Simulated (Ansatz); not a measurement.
Molecule: disilanyl(ethynyl)silane, C₂H₈Si₃, charge 0, multiplicity 1. 
Coordinates optimised at B3LYP-D3(BJ)/def2-TZVP (Ansatz, an electronic-structure program):
```xyz
13

C      1.3209     2.4505     1.1530
C      1.4700     1.4185     0.5468
Si     1.5991    -0.1700    -0.3454
Si    -0.3644    -1.3815     0.0718
Si    -2.2232    -0.0333    -0.3981
H      1.1973     3.3635     1.6849
H      1.7299     0.1073    -1.7951
H      2.8113    -0.8872     0.1139
H     -0.3893    -1.8045     1.4950
H     -0.3842    -2.6004    -0.7782
H     -3.4852    -0.7995    -0.2535
H     -2.1321     0.4717    -1.7898
H     -2.2545     1.1219     0.5288
```

Total electronic energies in hartree. Valence correlation only, unless marked. Spin-orbit coupling is left out. Non-relativistic. Basis-set limits of correlation are two-point, X^-3; Hartree-Fock from the larger set.

| level | program | energy (Eh) |
|---|---|---|
| HF/STO-3G | Ansatz | -936.22531 |
| HF/aug-cc-pV(D+d)Z | Ansatz | -947.15322 |
| HF/cc-pV(T+d)Z | Ansatz | -947.20524 |
| HF/cc-pV(Q+d)Z | Ansatz | -947.22008 |
| BHLYP-D3(BJ)/def2-TZVPD | Ansatz + dftd3 | -949.45602 |
| BHLYP/def2-TZVPD | Ansatz | -949.43668 |
| HSE06-D4/def2-TZVPD | Ansatz + dftd4 | -949.00011 |
| CAM-B3LYP-D4/def2-TZVPD | Ansatz + dftd4 | -949.46344 |
| wB97M-V/def2-TZVPD | Ansatz | -949.36852 |
| PBE-QIDH/def2-TZVPD | Ansatz | -948.73825 |
| MP2/aug-cc-pV(T+d)Z | Ansatz | -947.89446 |
| MP2/cc-pV(T+d)Z | Ansatz | -947.88085 |
| MP2/cc-pV(Q+d)Z | Ansatz | -947.94203 |
| RI-MP2/cc-pV(T+d)Z | Ansatz | -947.88049 |
| RI-MP2/cc-pV(Q+d)Z | Ansatz | -947.94158 |
| RI-MP2/CBS(aug-cc-pV(T+d)Z,aug-cc-pV(Q+d)Z) | Ansatz | -947.9772 |
| RI-MP2/CBS(cc-pV(T+d)Z,cc-pV(Q+d)Z) | Ansatz | -947.9755 |
| SCS-MP2/cc-pVTZ | Ansatz | -947.89469 |
| CCSD/6-31G | Ansatz | -947.31983 |
| CCSD/CBS(cc-pV(T+d)Z,cc-pV(Q+d)Z) | Ansatz | -948.0287 |
| CCSD(T)/cc-pwCVTZ | Ansatz | -947.99232 |
| CCSD(T)/cc-pV(Q+d)Z | Ansatz | -948.03808 |
| CCSD(T)/CBS(cc-pV(T+d)Z,cc-pV(Q+d)Z) | Ansatz | -948.0676 |

Totals of different functionals don't rank their quality; only differences between species are comparable.
